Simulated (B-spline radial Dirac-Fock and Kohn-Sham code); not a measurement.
## Binding energies of Tb²⁸⁺ at several levels of theory

System: Tb²⁸⁺, configuration [Kr] 4d1.

The density-functional columns are spherical, spin-unpolarised Dirac-Kohn-Sham results without Breit or QED terms: −ε is minus the orbital energy of the initial state and ΔSCF the difference of two total energies. The reference in the last column comes from relaxed Dirac-Fock hole states (ΔSCF) with Breit and QED corrections and a finite nucleus. All numbers are from a radial finite-basis atomic code, in eV; a selection of levels is shown. For the 1s level of heavy atoms much of the gap between ΔSCF and the reference is the Breit and QED part, -227.8 eV here; for other levels the error of the functional can be larger.

```
level   LDA −ε  LDA ΔSCF  Dirac-Fock
   1s  52728.2   53217.2     53002.9
   2s   9557.5    9663.8      9722.1
2p1/2   9136.5    9266.0      9262.1
2p3/2   8390.3    8508.4      8523.6
   3s   2850.1    2894.6      2940.6
3p1/2   2668.4    2714.8      2743.3
3p3/2   2511.1    2555.3      2584.7
3d3/2   2200.3    2250.0      2250.8
3d5/2   2165.7    2214.6      2216.9
   4s   1221.0    1244.0      1254.8
4p1/2   1146.2    1169.2      1166.8
4p3/2   1100.7    1122.8      1121.8
   4d    971.5     993.7       991.2
```

Values without a named source are computed, but for edge energies of neutral atoms, which are taken from tables.
